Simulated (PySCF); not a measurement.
# Tl+ (thallium, charge +1) across methods

[Xe] 4f14 5d10 6s2, closed-shell 1S. Computed with PySCF 2.14 in def2-TZVPPD with the def2 core potential (60 electrons), with scalar relativity through the core potential.

```
method  E (hartree)  mean ε 5p (eV)  mean ε 5d (eV)  mean ε 6s (eV)  Σ⟨r²⟩ (bohr²)   ⟨S²⟩
   LDA    -172.0525         -84.648         -22.981         -16.678          44.61  0.000
 HSE06    -172.2966         -88.785         -24.505         -16.758          44.49  0.000
   UHF   -171.33091         -101.62         -30.142         -18.720          44.92  0.000
  BLYP    -172.2893         -84.723         -22.710         -16.228          44.71  0.000
  PBE0    -172.2988         -89.184         -24.922         -17.135          44.47  0.000
 TPSSh    -172.2488         -86.939         -23.703         -16.537          44.47  0.000
r2SCAN    -172.3765         -86.938         -23.414         -16.480          44.27  0.000
   PBE    -172.3360         -84.724         -22.851         -16.275          44.54  0.000
```

Q: Estimate the same row for revPBE.

A: E (hartree) = -172.3908; mean ε 5p (eV) = -84.694; mean ε 5d (eV) = -22.806; mean ε 6s (eV) = -16.169; Σ⟨r²⟩ (bohr²) = 44.50; ⟨S²⟩ = 0.000.

Energies and moments cover only the electrons outside the core potential. Spin-orbit coupling, which splits the p, d and f shells strongly at this Z, is absent.
